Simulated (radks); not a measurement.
Polarisability of the technetium ion Tc2+, [Kr] 4d5, at imaginary frequency. All-electron calculation, non-relativistic Kohn-Sham, LDA (Slater exchange, Perdew-Wang correlation), spin-polarised, spherical densities, point nucleus; open shells are filled with parallel spins first (spin-orbit coupling, left out, can overturn this in heavy ions); relativity is left out, which matters for an element this heavy. Program: a radial shooting solver on a logarithmic mesh with Libxc functionals. Response by self-consistent Sternheimer equations with the Hartree and adiabatic LDA kernel.

w (hartree),alpha1(iw) (bohr^3)
0.00266,8.818
0.0143,8.813
0.0360,8.785
0.0697,8.697
0.118,8.487
0.186,8.070
0.280,7.379
0.413,6.416
0.605,5.258
0.892,4.003
1.35,2.746
2.12,1.612
3.59,0.7579
6.94,0.2690
17.5,0.06405

Static values: alpha1 = 8.818 bohr^3 (1.307 angstrom^3; uncoupled 12.55). C6 = 47.34, triple-dipole C9 = 284.4 atomic units. One-pole (London) frequency 4 C6 / (3 alpha1^2) = 0.812 hartree, against 0.890 for minus the highest occupied eigenvalue. The dipole shielding factor is 0.954, as the force sum rule N/Z = 0.953 demands.
